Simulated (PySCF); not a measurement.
**BrOsN at several levels of theory**

All levels use the PBE0 minimum (triplet; Os–Br 2.395 Å, Os–N 1.623 Å; Br–Os–N 126.7°), basis [Os def2-SVP with ECP60, N def2-SVP, Br def2-SVP], scalar-relativistic core potentials, density fitting, no spin–orbit coupling, PySCF. For vertical energies the ionised species is a doublet (spins chosen at PBE0 and kept) and the electron-attached one a doublet. Atomisation goes to high-spin ground-configuration atoms, without zero-point energy. Open shells are unrestricted, also as the reference of the correlated levels. A dash marks a value that was not computed or is not defined at that level.

| level | atomisation (kJ/mol) | vertical IP (eV) | vertical EA (eV) | −ε(HOMO) (eV) | dipole (D) |
| --- | --- | --- | --- | --- | --- |
| PBE0 | ? | ? | ? | ? | ? |
| HF | ? | ? | ? | ? | ? |
| MP2 | – | 7.24 | 2.42 | – | – |
| PBE | 951 | 8.82 | 2.13 | 5.84 | 1.26 |
| B3LYP | 808 | 9.02 | 2.21 | 6.73 | 1.49 |
| r2SCAN | – | 9.11 | 2.09 | 6.33 | 1.45 |
| TPSSh | 852 | 8.96 | 2.09 | 6.41 | 1.51 |
| TPSS | – | 8.86 | 2.07 | 5.94 | 1.39 |
| revPBE | – | 8.76 | 2.05 | 5.80 | 1.27 |

Fill in the row of PBE0.

atomisation (kJ/mol) 816, vertical IP (eV) 9.09, vertical EA (eV) 2.16, −ε(HOMO) (eV) 7.04, dipole (D) 1.57.

Fill in the row of HF.

atomisation (kJ/mol) 206, vertical IP (eV) 9.60, vertical EA (eV) 0.88, −ε(HOMO) (eV) 9.51, dipole (D) 2.34.

Spin contamination in at least one species weakens the values at: HF, MP2.

Without diffuse functions attachment energies tend to come out too low.

Open d and f shells are described by one determinant, and the ground state may have another occupation or spin. No spin–orbit coupling is included, which matters more the heavier the element.
